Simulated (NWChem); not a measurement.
System: sulfur difluoride (SF2); SMILES FSF

```xyz
3

F      1.2275     0.0000    -0.4961
S      0.0000     0.0000     0.5485
F     -1.2275     0.0000    -0.4961
```
Atoms are numbered in this order, from 1.

Program: NWChem. Geometry optimised at PBE0/def2-SVP; all other runs use it. 

| quantity | level | value |
|---|---|---|
| isotropic polarisability (bohr³), static | PBE/def2-SVPD | 24.8 |
| vertical ionisation energy, ΔSCF (eV) | PBE/def2-SVP | 9.90 |
| dipole in solution (D) in n-hexane | PBE0/def2-SVP, SMD | 1.50 |
| vertical, lowest state with f > 0.02, singlet (eV) | PBE/def2-SVPD, TDA | 6.30 |
| dipole (D) | PBE0/def2-SVP | 1.41 |
| highest harmonic frequency (cm⁻¹) | PBE0/def2-SVP | 865 |
